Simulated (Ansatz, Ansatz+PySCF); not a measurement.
```xyz
6

C    -0.3832    0.0639   -0.6257
C     0.7397   -0.2955   -0.1014
C    -0.2831    0.2521    0.7525
H    -0.9837   -0.1336   -1.5486
H     1.5077   -1.0817   -0.1525
H    -0.6469    1.1800    1.2803
```

Basis set: def2-SVP (spherical functions). Left uncorrelated: 3 orbitals. Charge 0, multiplicity 2.

Computed with Ansatz (development build ahead of 0.2.0); each method stands on the lowest determinant of its kind that the runs found.

The atomization energy at this shape (free ground-state atoms in the same class of orbitals less the molecule, no zero-point energy) of doublet C3H3:

```tsv
method	atomization energy
UHF-MP2	545.96 kcal/mol
```

**Question.** What does UHF give?

**Answer.** 412.91 kcal/mol. Caution: the shape is not the minimum; the unrestricted determinant is spin contaminated.
